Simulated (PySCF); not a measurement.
## 2 SiF₃ → SiF₂ + SiF₄

Level: PBE0 in the def2-TZVP basis family, all electrons, no relativity, computed in PySCF with density fitting; open shells unrestricted.

```json
{"species": "SiF₃", "state and structure": "doublet, C3v, Si–F 1.581 Å (×3); F–Si–F 107.9° (×3)", "E (Eh)": "-588.90726", "ZPE (kJ/mol)": "22.4", "H(298 K) − H(0) (kJ/mol)": "13.4", "S° (J/(mol K))": "282.5"}
{"species": "SiF₂", "state and structure": "singlet, C2v, Si–F 1.601 Å (×2); F–Si–F 100.6°", "E (Eh)": "-489.06017", "ZPE (kJ/mol)": "12.3", "H(298 K) − H(0) (kJ/mol)": "11.2", "S° (J/(mol K))": "256.9"}
{"species": "SiF₄", "state and structure": "singlet, Td, Si–F 1.562 Å (×4)", "E (Eh)": "-688.83677", "ZPE (kJ/mol)": "33.4", "H(298 K) − H(0) (kJ/mol)": "15.4", "S° (J/(mol K))": "283.2"}
```

**Question.** What is the electronic reaction energy?

**Answer.** At PBE0/def2-TZVP, ΔE = -216.4 kJ/mol from the differences of the total energies times 2625.5, downhill. The bond broken in SiF₃ is weaker than the one that a second molecule gains.

**Question.** Add zero-point, thermal and entropy terms for 298.15 K and 1 bar.

**Answer.** ΔZPE = 0.9 and Δ[H(298) − H(0)] = -0.2 kJ/mol give ΔH° = -215.7 kJ/mol. ΔS° = -24.9 J/(mol K), so ΔG° = -215.7 − 298.15 × (-0.0249) = -208 kJ/mol.

Each species is the lowest minimum found with this bonding; other isomers or fragments can lie lower.
